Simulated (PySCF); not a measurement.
Si(Et)(OH)(OMe)(NH2), SMILES [Si](N)(CC)(OC)O (C3H11NO2Si), singlet (GFN2-xTB optimised geometry):

```
18

C     -0.949    -1.589    -2.831
C     -1.366    -2.200    -1.497
Si    -0.972    -1.096     0.000
N     -1.583     0.518     0.000
O     -1.645    -1.662     1.383
O      0.660    -1.096     0.000
C      1.501    -0.380     0.861
H     -1.173    -2.263    -3.657
H      0.118    -1.385    -2.831
H     -1.475    -0.653    -3.005
H     -0.877    -3.169    -1.394
H     -2.439    -2.398    -1.518
H     -1.392     1.096    -0.802
H     -2.532     0.656     0.308
H     -1.412    -2.534     1.689
H      1.330    -0.670     1.900
H      1.323     0.692     0.767
H      2.532    -0.607     0.584
```

Level of theory: CAM-B3LYP/def2-SVP run with PySCF.

Task: What are the frontier orbital energies and the dipole moment?

Result: HOMO-2 -9.54 eV, HOMO-1 -9.39 eV, HOMO -8.45 eV, LUMO 2.28 eV, LUMO+1 2.84 eV; dipole moment 0.19 D.

On the same geometry PySCF with PBE/def2-SVP gives HOMO-2 -6.55 eV, HOMO-1 -6.28 eV, HOMO -5.54 eV, LUMO 0.54 eV, LUMO+1 1.03 eV; dipole moment 0.22 D.

Meta-Löwdin charges at CAM-B3LYP/def2-SVP: C1 -0.27, C2 -0.43, Si3 1.31, N4 -0.70, O5 -0.72, O6 -0.62, C7 -0.06, H8 0.09, H9 0.10, H10 0.08, H11 0.10, H12 0.09, H13 0.21, H14 0.22, H15 0.33, H16 0.09, H17 0.09, H18 0.10.
